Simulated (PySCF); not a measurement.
Species: C₄H₃F₂N₃OS.
Geometry (PBE0-D3(BJ)/def2-SVP, Å), atoms numbered from 1 in this order:
```
atom  x, y, z in Å
N1    -0.7552    2.5161    0.1037
C2    -1.6035    1.6158   -0.1776
C3    -1.3730    0.1644   -0.2916
N4    -2.3640   -0.6524   -0.5788
S5    -1.7890   -2.1842   -0.6202
N6    -0.2146   -1.8421   -0.2652
C7    -0.1302   -0.5515   -0.1183
O8     1.0140    0.0922    0.1645
C9     2.1538   -0.6735    0.3676
F10    3.1795    0.1525    0.2165
F11    2.1542   -1.1378    1.6159
H12    0.1764    2.1161    0.2554
H13   -2.6506    1.9026   -0.3636
H14    2.2073   -1.5142   -0.3409
```

Computed with PySCF at wB97X-D/def2-SVPD, non-relativistic, on one gas-phase PBE0-D3(BJ)/def2-SVP geometry that isn't relaxed in the solvent. The solvent is an IEF-PCM continuum (Bondi radii, 1.10 Å for H, scaled by 1.2), and excitations are vertical TDDFT with non-equilibrium linear response and a frozen core. Specific hydrogen bonds and non-electrostatic terms are outside this model.

Gas-phase singlets (H = HOMO, L = LUMO):

```
state  E (eV)  λ (nm)      f             leading configurations
   S1   4.508     275  0.003             H-1→L 77%, H-1→L+1 20%
   S2   4.973     249  0.259                            H→L 94%
   S3   5.303     234  0.002                          H-3→L 89%
   S4   6.003     207  0.000                          H→L+2 89%
   S5   6.191     200  0.014  H-1→L+1 49%, H-4→L 14%, H-1→L 14%
```

Q: What are the lowest 5 singlets in chloroform (ε = 4.711)?

A: 
| state | E (eV) | λ (nm) | f | leading configurations | change by rank (eV) |
| --- | --- | --- | --- | --- | --- |
| S1 | 4.645 | 267 | 0.004 | H-1→L 78%, H-1→L+1 18% | +0.137 |
| S2 | 4.828 | 257 | 0.351 | H→L 95% | -0.145 |
| S3 | 5.332 | 233 | 0.002 | H-3→L 89% | +0.029 |
| S4 | 6.025 | 206 | 0.000 | H→L+2 90% | +0.022 |
| S5 | 6.136 | 202 | 0.096 | H→L+1 74%, H-2→L 21% | -0.055 |

Q: The ground-state energy changes by -0.220 eV from gas to chloroform. By how much does the total energy of gas-phase S1 change?

A: E(S1) = E(S0) + excitation energy, so it changes by -0.220 + 0.137 = -0.083 eV: it is lowered less than the ground state, which is what a blue shift means. This is the vertical state, with the slow part of the continuum still set for S0.

Q: How do the frontier levels move from gas to chloroform?

A: 
```json
{"orbital": "LUMO+2", "gas (eV)": "1.17", "solvent (eV)": "1.40", "change (eV)": "+0.23", "Löwdin shares, gas": "S5 72 %, N6 11 %, N4 9 %", "Löwdin shares, solvent": "S5 72 %, N6 11 %, N4 9 %"}
{"orbital": "LUMO+1", "gas (eV)": "0.73", "solvent (eV)": "0.87", "change (eV)": "+0.14", "Löwdin shares, gas": "C7 21 %, N6 19 %, C2 18 %, N1 17 %", "Löwdin shares, solvent": "C7 21 %, N6 19 %, C2 18 %, N1 16 %"}
{"orbital": "LUMO", "gas (eV)": "-0.83", "solvent (eV)": "-0.68", "change (eV)": "+0.15", "Löwdin shares, gas": "N4 28 %, S5 19 %, C3 14 %, N1 13 %", "Löwdin shares, solvent": "N4 28 %, S5 19 %, C3 14 %, N1 13 %"}
{"orbital": "HOMO", "gas (eV)": "-9.73", "solvent (eV)": "-9.55", "change (eV)": "+0.18", "Löwdin shares, gas": "S5 37 %, C3 13 %, C7 11 %, N1 10 %", "Löwdin shares, solvent": "S5 37 %, C3 14 %, C7 11 %, O8 10 %"}
{"orbital": "HOMO-1", "gas (eV)": "-10.12", "solvent (eV)": "-10.17", "change (eV)": "-0.05", "Löwdin shares, gas": "N1 61 %, C2 14 %, H12 7 %, C3 6 %", "Löwdin shares, solvent": "N1 59 %, C2 15 %, H12 7 %, C3 7 %"}
{"orbital": "HOMO-2", "gas (eV)": "-11.27", "solvent (eV)": "-11.14", "change (eV)": "+0.13", "Löwdin shares, gas": "N6 25 %, N4 24 %, N1 14 %, C2 10 %", "Löwdin shares, solvent": "N6 26 %, N4 24 %, N1 14 %, O8 9 %"}
{"orbital": "HOMO-3", "gas (eV)": "-11.43", "solvent (eV)": "-11.30", "change (eV)": "+0.13", "Löwdin shares, gas": "N4 43 %, N6 35 %, S5 7 %, C3 5 %", "Löwdin shares, solvent": "N4 42 %, N6 37 %, S5 7 %, C3 5 %"}
```

The HOMO–LUMO gap goes from 8.91 to 8.86 eV.

wB97X-D is run here without its empirical dispersion term; that term would change no orbital, density or response property at a fixed geometry.
